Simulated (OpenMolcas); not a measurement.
**Br⁺: thermal populations, worked from levels**

| Quantity | Value |
| --- | --- |
| Program | OpenMolcas 26.06 |
| Basis | ANO-RCC-VDZP [5s4p2d] |
| Scalar Hamiltonian | DKH2, point nucleus |
| Active space | 4 electrons in 3 orbitals (4p) |
| State averaging | 2S+1 = 3 even, 3 roots; 2S+1 = 1 even, 6 roots |
| Spin-orbit coupling | state interaction with AMFI integrals over the reference wave functions, term energies averaged over their components |

Methods: CASSCF; SS-CASPT2, IPEA 0.25 Eh, imaginary shift 0.1 Eh (closed shells correlated: 3d 4s). Measured levels: NIST Handbook of Basic Atomic Spectroscopic Data.

**Thermal populations.** Z = Σ (2J + 1) exp(-E/kT) with k = 0.695035 cm-1/K, over the levels below. No other level of either list lies under 90000 cm-1, which is above 7 kT at each temperature.

```csv
Level,2J + 1,SS-CASPT2,measured
4s2 4p4 3P2,5,0.0,0.0
4s2 4p4 3P1,3,2930,3136
4s2 4p4 3P0,1,3700,3837
4s2 4p4 1D2,5,13470,12089
4s2 4p4 1S0,1,29590,27867
```

```csv
T (K),"Z, SS-CASPT2","Z, measured levels","Ground level (%), SS-CASPT2","Ground level (%), measured levels"
5000,6.740,6.703,74.2,74.6
8000,7.734,7.783,64.7,64.2
12000,8.776,8.900,57.0,56.2
```

At 12000 K, kT = 8340 cm-1, and the computed levels give Z = 5.000 + 2.111 + 0.642 + 0.994 + 0.029 = 8.776.

Term energies are means over components that CASPT2 splits; among the terms shown or strongly mixed into the levels shown the widest spread is 93 cm-1 (4s2 4p4 1D, SS-CASPT2). With the s shell closed, the reference lacks s² → p² mixing. Without dynamic correlation excited terms often stand tens of per cent too high (terms of higher spin than the ground term too low), and those without a measured partner can miss by more than the paired ones (holds for CASSCF). Measured partners are found by configuration, term and J. A level has none where our copy of the source lacks it or the pairing is in doubt (some pairs that miss far off the trend of their configuration count as doubtful), and it then counts in no deviation. Levels of configurations outside the active space are missing.
